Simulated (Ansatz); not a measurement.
Frontier orbitals of ClFZn, SMILES `[F][Zn][Cl]`.

```xyz
3

F    -1.113   -1.470    0.162
Zn   -0.067   -0.088    0.010
Cl    1.180    1.558   -0.172
```

Total charge 0; spin multiplicity 1. For Zn the d shell is correlated and the shells below it are frozen. Scalar relativity is left out up to krypton. The structure was optimised at the PBE0-D4/def2-TZVP level. Basis def2-TZVPP, Ansatz 0.2.0.

```tsv
functional	HOMO (eV)	LUMO (eV)	gap (eV)
PBE	-7.98	-2.75	5.23
revPBE	-7.91	-2.62	5.29
PBE0	-9.43	-1.79	7.64
r2SCAN0	-9.66	-1.60	8.06
HSE06 (plane-wave form)	-9.02	-2.15	6.87
ωB97X-V	-11.86	0.27	12.13
ωB97M-V	-11.72	0.00	11.72
```

**Question.** What is the vertical ionisation energy at frozen-core CCSD(T)/def2-TZVPP? (Estimate.)

**Answer.** Computed: 12.07 eV (T1 of the cation 0.020).

A quarter of exact exchange (PBE0) shifts PBE's HOMO by −1.44 eV and its LUMO by +0.96 eV; full exchange at long range (ωB97M-V) shifts them by −3.73 and +2.75 eV. The gap opens from 5.24 to 11.72 eV, since occupied levels lose self-interaction and empty ones feel all the electrons. A positive LUMO is unbound and depends on the basis. −ε(HOMO) differs from that ionisation energy by −4.09 eV with PBE and −0.35 eV with ωB97M-V.
